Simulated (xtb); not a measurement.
C6H7 (SMILES [C]1=CC=CCC1), doublet, geometry from GFN2-xTB; GFN2-xTB in xtb.

Here is a job for xtb.
```
$ xtb mol.xyz --gfn 2 --uhf 1 --ohess --json

# file mol.xyz
13

C     -0.01813797    -1.39878154    -0.19521506
C      1.18598868    -0.88585190    -0.22379431
C      1.29500822     0.58193667    -0.19074864
C      0.23653616     1.32016165     0.12562183
C     -1.06969291     0.70173312     0.53224046
C     -1.29073376    -0.67188561    -0.14280019
H      2.09280140    -1.46457223    -0.29379106
H      2.24820824     1.01715164    -0.45123023
H      0.29729860     2.39877404     0.16236090
H     -1.90332260     1.36213403     0.28584194
H     -1.06060451     0.57437613     1.62147787
H     -1.65828887    -0.54390825    -1.16801336
H     -2.04990288    -1.22782979     0.41152943
```

### Question
Predict the main parts of the log of this xtb run.

### Answer

```
   ID    Z sym.   atoms
    1    6 C      1-6
    2    1 H      7-13

           -------------------------------------------------
          |                Calculation Setup                |
           -------------------------------------------------

           -------------------------------------------------
          |                 G F N 2 - x T B                 |
           -------------------------------------------------

          ...................................................
          :                      SETUP                      :
          :.................................................:
          :  # basis functions                  31          :
          :  # atomic orbitals                  31          :
          :  # shells                           19          :
          :  # electrons                        31          :
          :  max. iterations                   250          :
          :  Hamiltonian                  GFN2-xTB          :
          :  restarted?                      false          :
          :  GBSA solvation                  false          :
          :  PC potential                    false          :
          :  electronic temp.          300.0000000     K    :
          :  accuracy                    1.0000000          :
          :  -> integral cutoff          0.2500000E+02      :
          :  -> integral neglect         0.1000000E-07      :
          :  -> SCF convergence          0.1000000E-05 Eh   :
          :  -> wf. convergence          0.1000000E-03 e    :
          :  Broyden damping             0.4000000          :
          :  net charge                          0          :
          :  unpaired electrons                  1          :
          ...................................................

 iter      E             dE          RMSdq      gap      omega  full diag
   1    -16.5498855 -0.165499E+02  0.425E+00    2.23       0.0  T
   2    -16.5670208 -0.171353E-01  0.253E+00    2.24       1.0  T
   3    -16.5610373  0.598347E-02  0.961E-01    2.15       1.0  T
   4    -16.5664979 -0.546063E-02  0.451E-01    2.29       1.0  T
   5    -16.5688111 -0.231314E-02  0.910E-02    2.20       1.0  T
   6    -16.5688672 -0.561660E-04  0.482E-02    2.23       1.0  T
   7    -16.5688782 -0.109920E-04  0.294E-02    2.22       1.0  T
   8    -16.5688810 -0.279194E-05  0.227E-03    2.22      12.2  T
   9    -16.5688810 -0.182963E-07  0.157E-03    2.22      17.6  T
  10    -16.5688810 -0.618597E-08  0.702E-04    2.22      39.5  T
  11    -16.5688810 -0.502873E-08  0.865E-05    2.22     320.7  T

   *** convergence criteria satisfied after 11 iterations ***

         :::::::::::::::::::::::::::::::::::::::::::::::::::::
         ::                     SUMMARY                     ::
         :::::::::::::::::::::::::::::::::::::::::::::::::::::
         :: total energy             -16.274807655863 Eh    ::
         :: gradient norm              0.000069965489 Eh/a0 ::
         :: HOMO-LUMO gap              2.224079202300 eV    ::
         ::.................................................::
         :: SCC energy               -16.568871509770 Eh    ::
         :: -> isotropic ES            0.001920066324 Eh    ::
         :: -> anisotropic ES          0.002945306688 Eh    ::
         :: -> anisotropic XC          0.011169367507 Eh    ::
         :: -> dispersion             -0.008321121040 Eh    ::
         :: repulsion energy           0.294063853906 Eh    ::
         :: add. restraining           0.000000000000 Eh    ::
         :: total charge               0.000000000000 e     ::
         :::::::::::::::::::::::::::::::::::::::::::::::::::::

      -----------------------------------------------------------
     |                   =====================                   |
     |                        A N C O P T                        |
     |                   =====================                   |
     |               Approximate Normal Coordinate               |
     |                Rational Function Optimizer                |
      -----------------------------------------------------------
      -----------------------------------------------------------
     |                   =====================                   |
     |                        A N C O P T                        |
     |                   =====================                   |
     |               Approximate Normal Coordinate               |
     |                Rational Function Optimizer                |
      -----------------------------------------------------------

          ...................................................
          :                      SETUP                      :
          :.................................................:
          :   optimization level            normal          :
          :   max. optcycles                   200          :
          :   ANC micro-cycles                  20          :
          :   degrees of freedom                33          :
          :.................................................:
          :   RF solver                   davidson          :
          :   write xtbopt.log                true          :
          :   linear?                        false          :
          :   energy convergence         0.5000000E-05 Eh   :
          :   grad. convergence          0.1000000E-02 Eh/α :
          :   maxmium RF displ.          1.0000000          :
          :   Hlow (freq-cutoff)         0.1000000E-01      :
          :   Hmax (freq-cutoff)         5.0000000          :
          :   S6 in model hess.         20.0000000          :
          ...................................................

generating ANC from exact Hessian ...
Using Lindh-Hessian (1995)
 Shifting diagonal of input Hessian by    0.0000000000000000
 Lowest  eigenvalues of input Hessian
    0.000000    0.000000    0.000000    0.000000    0.000000    0.000000
[...]
 * total energy  :   -16.2748077 Eh     change       -0.3029754E-10 Eh
   *** GEOMETRY OPTIMIZATION CONVERGED AFTER 1 ITERATIONS ***
         :: total energy             -16.274807655894 Eh    ::
[...]
molecular quadrupole (traceless):
                xx          xy          yy          xz          yz          zz
 q only:        1.609       0.131      -0.842      -0.355       0.092      -0.767
  q+dip:        4.180      -0.120      -1.823      -1.050      -0.287      -2.357
   full:        2.814      -0.001      -1.785      -0.643      -0.202      -1.029

           -------------------------------------------------
          |               Frequency Printout                |
           -------------------------------------------------
 projected vibrational frequencies (cm⁻¹)
eigval :       -0.00    -0.00     0.00     0.00     0.00     0.00
eigval :      151.84   282.80   408.54   456.29   542.12   696.12
eigval :      744.02   812.56   875.04   904.87   917.64   971.68
eigval :      987.44  1014.77  1068.03  1134.66  1147.18  1188.14
eigval :     1220.07  1287.48  1302.67  1325.89  1449.96  1459.87
eigval :     1650.90  1719.81  2907.09  2918.01  2964.15  2972.45
eigval :     3056.93  3074.38  3086.29
 reduced masses (amu)
   1:  9.95   2:  9.61   3: 10.91   4: 10.74   5: 10.52   6: 10.28   7:  6.42   8:  8.93
   9:  8.58  10:  9.86  11: 11.18  12:  3.34  13:  6.07  14:  4.12  15:  3.82  16:  8.98
  17:  8.97  18:  8.60  19:  7.90  20:  6.99  21:  6.99  22:  2.21  23:  1.56  24:  2.41
  25:  3.96  26:  4.34  27:  4.61  28:  5.93  29:  1.90  30:  2.01  31: 11.56  32: 11.68
  33:  1.80  34:  1.83  35:  1.64  36:  1.65  37:  1.77  38:  1.87  39:  1.87
 IR intensities (km·mol⁻¹)
   1:  0.22   2:  0.22   3:  0.14   4:  0.06   5:  0.10   6:  0.30   7:  0.41   8:  3.53
   9:  0.38  10:  1.30  11:  4.29  12: 25.00  13:  6.69  14:  3.55  15:  0.67  16:  4.39
  17:  5.25  18:  7.60  19:  2.83  20:  1.45  21:  9.37  22:  1.98  23:  3.02  24:  4.85
  25:  3.03  26:  0.78  27:  6.24  28:  1.91  29:  1.96  30:  3.57  31: 22.74  32: 13.53
  33:  1.96  34: 77.12  35: 25.55  36: 43.52  37: 18.30  38: 49.67  39: 37.61
Molecule has no symmetry elements
It seems to be the C1 point group
 Raman intensities (Ä⁴*amu⁻¹)
   1:  0.00   2:  0.00   3:  0.00   4:  0.00   5:  0.00   6:  0.00   7:  0.00   8:  0.00
   9:  0.00  10:  0.00  11:  0.00  12:  0.00  13:  0.00  14:  0.00  15:  0.00  16:  0.00
  17:  0.00  18:  0.00  19:  0.00  20:  0.00  21:  0.00  22:  0.00  23:  0.00  24:  0.00
  25:  0.00  26:  0.00  27:  0.00  28:  0.00  29:  0.00  30:  0.00  31:  0.00  32:  0.00
  33:  0.00  34:  0.00  35:  0.00  36:  0.00  37:  0.00  38:  0.00  39:  0.00
 output can be read by thermo (or use thermo option).
 writing <g98.out> molden fake output.
 recommended (thermochemical) frequency scaling factor: 1.0
           -------------------------------------------------
          |             Thermodynamic Functions             |
           -------------------------------------------------

c1  symmetry found (for desy threshold:  0.10E+00) used in thermo

          ...................................................
          :                      SETUP                      :
          :.................................................:
          :  # frequencies                          33      :
          :  # imaginary freq.                       0      :
          :  linear?                             false      :
          :  only rotor calc.                    false      :
          :  symmetry                               c1      :
          :  rotational number                       1      :
          :  scaling factor                  1.0000000      :
          :  rotor cutoff                   50.0000000 cm⁻¹ :
          :  imag. cutoff                  -20.0000000 cm⁻¹ :
          :.................................................:

    mode    ω/cm⁻¹     T·S(HO)/kcal·mol⁻¹    T·S(FR)/kcal·mol⁻¹   T·S(vib)
   ------------------------------------------------------------------------
       1    151.84    -0.78980 ( 98.84%)    -0.72721 (  1.16%)    -0.78907
       2    282.80    -0.45220 ( 99.90%)    -0.54311 (  0.10%)    -0.45229
   ------------------------------------------------------------------------

   temp. (K)  partition function   enthalpy   heat capacity  entropy
                                   cal/mol     cal/K/mol   cal/K/mol   J/K/mol
 298.15  VIB   4.35                 1601.708     14.330      8.290
         ROT  0.973E+05              888.752      2.981     25.805
         INT  0.423E+06             2490.460     17.311     34.095
         TR   0.681E+27             1481.254      4.968     39.002
         TOT                        3971.7139    22.2793    73.0976   305.8402

       T/K    H(0)-H(T)+PV         H(T)/Eh          T*S/Eh         G(T)/Eh
   ------------------------------------------------------------------------
    298.15    0.632933E-02    0.112719E+00    0.347310E-01    0.779881E-01
   ------------------------------------------------------------------------

         :::::::::::::::::::::::::::::::::::::::::::::::::::::
         ::                  THERMODYNAMIC                  ::
         :::::::::::::::::::::::::::::::::::::::::::::::::::::
         :: total free energy         -16.196819599252 Eh   ::
         ::.................................................::
         :: total energy              -16.274807655894 Eh   ::
         :: zero point energy           0.106389743754 Eh   ::
         :: G(RRHO) w/o ZPVE           -0.028401687113 Eh   ::
         :: G(RRHO) contrib.            0.077988056642 Eh   ::
         :::::::::::::::::::::::::::::::::::::::::::::::::::::

optimized geometry written to: xtbopt.xyz

           -------------------------------------------------
          | TOTAL ENERGY              -16.274807655894 Eh   |
          | TOTAL ENTHALPY            -16.162088583184 Eh   |
          | TOTAL FREE ENERGY         -16.196819599252 Eh   |
          | GRADIENT NORM               0.000069876899 Eh/α |
          | HOMO-LUMO GAP               2.224074833858 eV   |
           -------------------------------------------------

normal termination of xtb
```
